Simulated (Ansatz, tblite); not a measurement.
Isomers of Ge4O5 (singlet), found by a short tight-binding search and relaxed with PBE-D4/def2-SVP in Ansatz.

The xTB rows come from tblite. Correlated methods freeze 41 core orbitals; core or outer-core shells of Ge are correlated, in sets that lack core-valence functions.

Other spin states weren't relaxed.

A:

Cartesian coordinates in Å:
```
Ge 1.150 2.557 1.734
Ge 0.584 -2.629 -0.630
Ge -2.100 -0.743 -1.643
Ge 0.227 0.504 0.335
O -1.265 0.533 -0.628
O -0.975 -2.161 -1.448
O 0.016 1.116 2.033
O 1.339 1.903 0.006
O 1.024 -1.080 0.240
```

B:

```xyz
9

Ge    0.204    0.928    1.318
Ge   -2.102   -1.276    0.288
Ge    0.149    0.367   -1.577
Ge    1.171   -2.145    0.393
O    -0.642   -2.362    0.472
O     1.228   -0.320    0.038
O     0.622    2.377    0.272
O     0.595    2.099   -1.163
O    -1.225    0.332   -0.041
```

Question: Estimate their order by electronic energy at B2PLYP/def2-TZVP, counted from the lowest.

Answer: A (0.00) < B (4.07), in eV.

Question: Do the other levels pick the same lowest one?

Answer: All that were run do. Energies above each level's lowest (eV):

| level | A | B |
| --- | --- | --- |
| GFN1-xTB | 0.00 | 3.29 |
| GFN2-xTB | 0.00 | 1.35 |
| HF/def2-SVP | 0.00 | 4.49 |
| PBE-D4/def2-SVP | 0.00 | 3.19 |
| PBE-D4/def2-TZVP | 0.00 | 3.46 |
| revPBE-D4/def2-TZVP | 0.00 | 3.39 |
| r2SCAN-D4/def2-TZVP | 0.00 | 3.88 |
| PBE0-D4/def2-SVP | 0.00 | 3.58 |
| PBE0-D4/def2-TZVP | 0.00 | 3.88 |
| B2PLYP/def2-TZVP | 0.00 | 4.07 |
| RPA@PBE/def2-SVP | 0.00 | 3.61 |
| MP2/def2-SVP | 0.00 | 4.25 |
Point groups (tolerance 0.1 Å): A C2v, B C2v. Lower isomers may exist. From def2-SVP to def2-TZVP the PBE0 values move by up to 0.30 eV, so results in the small set are rough.
